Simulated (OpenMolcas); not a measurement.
Mo4+: moving or changing the point charges

Mo4+ among 4 point charges of -2.5 e arranged as a tetrahedron (Td), 2.21 Å from the ion.

- Program: OpenMolcas 26.06
- Method: CASSCF
- Basis: ANO-RCC-VDZP [6s5p3d1f]
- Scalar Hamiltonian: DKH2, point nucleus
- Active space: 2 electrons in 5 orbitals (4d)
- State averaging: 2S+1 = 3 even, 10 roots; 2S+1 = 1 even, 15 roots
- Spin-orbit coupling: state interaction with AMFI integrals over the reference wave functions

Runs around this geometry, states (labels of Td). Energies in cm-1 above the lowest state or level, χT in cm3 K/mol; 10Dq and B are least-squares fits to the states below 45000 cm-1, weighted by degeneracy, with a free offset, and given where the rms deviation is under 5 % of |10Dq| (or 100 cm-1) and under 700 cm-1; 10Dq is negative for this site.

```
R (Å)  q (e)  Ground state  First state of that spin   10Dq  B (rms of fit)  First gap with spin-orbit (degeneracies)  χT at 300 K  First state of another spin
 2.21  -1.62           3A2                  3T2 2292  -2341        856 (41)                               1914 (3, 2)        0.251                     1E 12423
 2.21   -2.5           3A2                  3T2 3210  -3260        846 (75)                               2867 (3, 2)        0.340                     1E 12539
 2.32   -2.5           3A2                  3T2 2621  -2670        852 (55)                               2253 (3, 2)        0.281                     1E 12465
```

Taking |10Dq| as R^-n, n = -ln(2670 / 3260) / ln(2.32 / 2.21) = 4.1 between the shortest and longest distance. The point-charge formula for a cubic d site gives n = 5.

Scaling the charges by -1.62 / -2.5 = 0.65 scales |10Dq| by 2341 / 3260 = 0.72; with fixed orbitals a first-order splitting would follow the charge.

Without dynamic correlation the repulsion within the d shell is too large (B by tens of per cent), so at a given field states of lower spin stand too high. The ground term spreads over less than 5000 cm-1, several times less than with real ligands, so orbital moments are less quenched and χT lies further from the spin-only value than at real sites (holds for R = 2.21, q = -1.62; R = 2.32, q = -2.5). Point charges carry no covalency, so the field is a model and not that of real ligands. No measured value stands beside these numbers.
